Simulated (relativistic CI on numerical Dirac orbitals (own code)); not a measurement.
**Pd XLIV: computed level list**

These numbers are calculated, not measured: Dirac-Coulomb-Breit CI, KLI orbitals optimised for each configuration, QED by a radiative potential, unscaled Slater integrals (own radial code, finite nucleus).

Configuration list (outside the closed core 1s2): 2s, 2p, 3s, 3p, 3d, 4s, 4p, 4d, 4f, 5s, 5p, 5d, 5f, 5g, 6s, 6p, 6d. Levels of other configurations are missing.

The lowest level is 2s ²S1/2, with 100 % of that term; Hund's rules for 2s give ²S with J = 1/2, in agreement.

```
No.  Configuration  Term    J   E (eV)    %  Next component (%)
  1             2s    ²S  1/2     0.00  100                    
  2             2p   ²P°  1/2    96.86  100                    
  3             2p   ²P°  3/2   283.05  100                    
  4             3s    ²S  1/2  3898.93  100                    
  5             3p   ²P°  1/2  3925.73  100                    
  6             3p   ²P°  3/2  3980.98  100                    
  7             3d    ²D  3/2  3990.06  100                    
  8             3d    ²D  5/2  4007.15  100                    
  9             4s    ²S  1/2  5244.70  100                    
 10             4p   ²P°  1/2  5255.70  100                    
 11             4p   ²P°  3/2  5278.94  100                    
 12             4d    ²D  3/2  5282.73  100                    
 13             4d    ²D  5/2  5289.95  100                    
 14             4f   ²F°  5/2  5290.15  100                    
 15             4f   ²F°  7/2  5293.72  100                    
 16             5s    ²S  1/2  5861.88  100                    
 17             5p   ²P°  1/2  5867.42  100                    
 18             5p   ²P°  3/2  5879.29  100                    
 19             5d    ²D  3/2  5881.22  100                    
 20             5d    ²D  5/2  5884.92  100                    
 21             5f   ²F°  5/2  5885.03  100                    
 22             5g    ²G  7/2  5886.86  100                    
 23             5f   ²F°  7/2  5886.86  100                    
 24             5g    ²G  9/2  5887.96  100                    
 25             6s    ²S  1/2  6194.99  100                    
 26             6p   ²P°  1/2  6198.17  100                    
 27             6p   ²P°  3/2  6205.03  100                    
 28             6d    ²D  3/2  6206.14  100                    
 29             6d    ²D  5/2  6208.28  100
```

Energies count from the lowest computed level; ° marks odd parity.

The mean weight of the leading LS term, summed over parents, in these 29 levels is 100 %, and that of the leading jj configuration (from the same eigenvectors) 100 %.

At this charge energies of transitions that change n are usually good to better than 1 %, and those within a shell (Δn = 0) to a few per cent.
